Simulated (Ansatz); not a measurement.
A geometry relaxed with PBE0-D4/def2-TZVP run with Ansatz (a quantum-chemistry and plane-wave program), charge 0, multiplicity 1:

```xyz
13

H     -2.1002    -0.0995     1.9009
H     -1.3682     1.3530     1.0186
H      2.9487    -0.3562     0.2935
C     -1.2089    -0.5030     0.0348
H      1.3740    -0.1712     1.0941
C     -1.5751     0.2872     1.0354
C      1.9422     0.0500     0.1894
H     -0.9444    -0.3862    -2.0855
H      2.0104     1.1309     0.0509
C     -0.4637    -0.0420    -1.1657
H     -1.4181    -1.5689     0.0818
S      1.2075    -0.7429    -1.2436
H     -0.4041     1.0489    -1.2046
```

Write the SMILES of this molecule.

`C=CCSC`
